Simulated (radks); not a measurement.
Problem. The selenium ion Se4+ is in [Ar] 3d10 4s2. Calculated with a radial shooting solver on a logarithmic mesh with Libxc functionals: scalar-relativistic Kohn-Sham, LDA (Slater exchange, Perdew-Wang correlation), spin-polarised, spherical densities, finite nucleus; Fermi nuclear charge, rms radius of each element as measured or else 0.836 A^(1/3) + 0.57 fm. Open shells are filled with parallel spins first. One electron is removed from 3d, 4s, 3s, 3p in turn, with full relaxation. Which removal costs least, and what does each cost?

Solution. 4s 68.575 eV; 3d 118.85 eV; 3p 218.76 eV; 3s 278.97 eV. The 4s electron leaves first.
